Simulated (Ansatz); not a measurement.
`[OH][GeH]` + H₂S → `[SH][GeH]` + H₂O at 600 K and 1 bar (ligand exchange at a Ge–O bond).

Gas-phase electronic energies from Ansatz, PBE0-D4/def2-TZVP geometries. CCSD(T)/CBS is the MP2 limit (def2-TZVPP, def2-QZVPP) plus CCSD(T) − MP2 in def2-TZVPP, frozen cores. This one scheme is used for every species. For Ge outer-core shells are correlated without core-valence functions, which leaves a few kJ/mol of doubt a bond. Scalar relativity is left out up to krypton.

| species | CCSD(T)/CBS energy (Eh) | H − E (kJ/mol) | S (J/(mol·K)) |
| --- | --- | --- | --- |
| `[OH][GeH]` | -2152.47759 | 79.9 | 292.6 |
| H₂S | -398.97279 | 60.8 | 230.9 |
| `[SH][GeH]` | -2475.08182 | 71.1 | 311.2 |
| H₂O | -76.37941 | 76.8 | 212.8 |

H − E and S are ideal-gas, rigid-rotor, harmonic terms from PBE0-D4/def2-TZVP. 1 Eh = 2625.50 kJ/mol, R = 8.31446 J/(mol·K).

By hand: ΔE, ΔH, ΔS and ΔG.

ΔE = (-2475.08182) + (-76.37941) − (-2152.47759) − (-398.97279) = -0.01085 Eh = -28.5 kJ/mol. Δ(H − E) = 71.1 + 76.8 − 79.9 − 60.8 = 7.2, so ΔH = -21.3 kJ/mol. ΔS = 311.2 + 212.8 − 292.6 − 230.9 = 0.5 J/(mol·K). ΔG = -21.3 − 600 × (0.5)/1000 = -21.6 kJ/mol.

By hand: the equilibrium constant, and the temperature at which ΔG would vanish if ΔH and ΔS stayed fixed.

log₁₀ K = −ΔG/(RT ln 10) = 1.9. ΔH and −TΔS have one sign here, so there is no such temperature.

The number of gas molecules stays the same, so ΔS is small and ΔH decides. A doubt of 5 kJ/mol in ΔE shifts log₁₀ K by 0.4 here. These are equilibria of isolated gas molecules and say nothing of rates. Largest T1 diagnostic: 0.016 (customary marks: 0.02 for closed shells, 0.045 for open ones).

ΔS is within the doubt of such terms, so its sign, and with it that verdict, could turn.
